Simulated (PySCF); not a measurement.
Geometries of 2 isomers of C3H7FO2Si, from PySCF, PBE0-D3(BJ)/def2-SVP geometry optimisation, gas phase. One conformer each, no zero-point energy, no frequencies.

Task: Which is lower in electronic energy at this level?
A.
```xyz
14
angstrom
F      2.837   -1.428   -0.881
C      2.239   -0.358   -0.247
Si     0.485   -0.819    0.268
O     -0.190    0.332    1.283
C     -1.199    1.042    0.587
C     -1.710    0.130   -0.537
O     -0.611   -0.642   -0.985
H      2.835   -0.082    0.643
H      2.235    0.515   -0.923
H      0.485   -2.172    0.883
H     -0.778    1.975    0.168
H     -2.005    1.319    1.285
H     -2.119    0.712   -1.378
H     -2.511   -0.536   -0.164
```
B.
```xyz
14
angstrom
O     -0.482   -0.944    0.676
C     -0.173   -0.058   -0.085
C      1.236    0.292   -0.459
C      2.251   -0.595    0.224
F      3.512   -0.222   -0.165
O     -1.085    0.713   -0.678
Si    -2.735    0.384   -0.310
H      1.412    1.351   -0.210
H      1.334    0.224   -1.555
H      2.089   -1.652   -0.043
H      2.171   -0.509    1.320
H     -2.987    0.590    1.140
H     -3.458    1.399   -1.119
H     -3.092   -0.990   -0.749
```

Result: A. That is `FC[SiH]1OCCO1`, 3.7 kcal/mol below the other.

```json
{"SMILES": "FC[SiH]1OCCO1", "atoms numbered as above": "[F:1][CH2:2][SiH:3]1[O:4][CH2:5][CH2:6][O:7]1", "E (Eh)": "-657.48429", "relative (kcal/mol)": "0.0", "relative (kJ/mol)": "0.0", "dipole (D)": "2.45"}
{"SMILES": "O=C(CCF)O[SiH3]", "atoms numbered as above": "[O:1]=[C:2]([CH2:3][CH2:4][F:5])[O:6][SiH3:7]", "E (Eh)": "-657.47835", "relative (kcal/mol)": "3.7", "relative (kJ/mol)": "15.6", "dipole (D)": "1.74"}
```

As drawn, the lower has an Si–C bond, which the higher lacks; the higher has a C=O bond and a C(=O)–O unit, which the lower lacks.
